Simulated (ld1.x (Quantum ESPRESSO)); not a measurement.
**Pseudopotential generation for lead: TM, PBE, scalar-relativistic.**

Input for ld1.x (Quantum ESPRESSO) 7.5:

```
&input
   title='Pb', zed=82., rel=1, dft='PBE', iswitch=3,
   config='[Xe] 4f14 5d10 6s2 6p2',
   nld=3, rlderiv=2.00, eminld=-13.0, emaxld=5.0, deld=0.04
 /
 &inputp
   pseudotype=2, tm=.true., lloc=2,
   nlcc=.false.,
   file_pseudopw='Pb.UPF', file_wfcaegen='ae.wfc', file_wfcncgen='nc.wfc', file_beta='beta', file_chi='chi'
 /
3
5S  1  0   2.00   0.00  0.85  0.85  0.0
5P  2  1   6.00   0.00  1.00  1.00  0.0
5D  3  2  10.00   0.00  1.85  1.85  0.0
 &test
   configts(1)='5s2 5p6 5d10 6s2 6p2'
 /
```

Command:

```bash
ld1.x < Pb.in > Pb.out
```

The program printed (shortened: banner, matrices, multipoles, cross overlaps and the repeated all-electron block are left out):

```
[... start of the log left out ...]

     Message from routine run_pseudo:
     Warning: convergence not achieved
     Computing logarithmic derivative in   1.98784
     Computing the partial wave expansion
     R is outside the sphere for l=    0 j= 0.00
     R is outside the sphere for l=    1 j= 0.00
       no projector for channel:   2

     ---------------------- Testing the pseudopotential ----------------------

     Pb
     scalar relativistic calculation

     atomic number is 82.00   valence charge is 22.00
     dft =PBE   lsd =0 sic =0 latt =0  beta=0.20 tr2=1.0E-14
     mesh =1281 r(mesh) =  98.81810 xmin = -7.00 dx = 0.01250

     n l     nl             e AE (Ry)        e PS (Ry)    De AE-PS (Ry)
     1 0     5S   1( 2.00)      -10.59565      -10.49306       -0.10258  !
     2 1     5P   1( 6.00)       -6.30873       -1.87430       -4.43443  !
     3 2     5D   1(10.00)       -1.55649       -0.00000       -1.55649  !
     2 0     6S   1( 2.00)       -0.88491       -0.26547       -0.61944  !
     3 1     6P   1( 2.00)       -0.25706       -0.00000       -0.25706  !

     eps = 3.9E-02  iter =201

     Etot =  -41763.824751 Ry,  -20881.912375 Ha, -568225.783204 eV
     Etotps =   -66.746796 Ry,     -33.373398 Ha,    -908.136417 eV

     Ekin =     109.593248 Ry,      54.796624 Ha,    1491.092107 eV
     Encl =    -204.561927 Ry,    -102.280964 Ha,   -2783.206806 eV
     Ehrt =      36.224887 Ry,      18.112443 Ha,     492.864690 eV
     Ecxc =      -8.003003 Ry,      -4.001502 Ha,    -108.886408 eV

     ---------------------- End of pseudopotential test ----------------------
```

The run took about 3.7 s on one core of a shared server CPU.
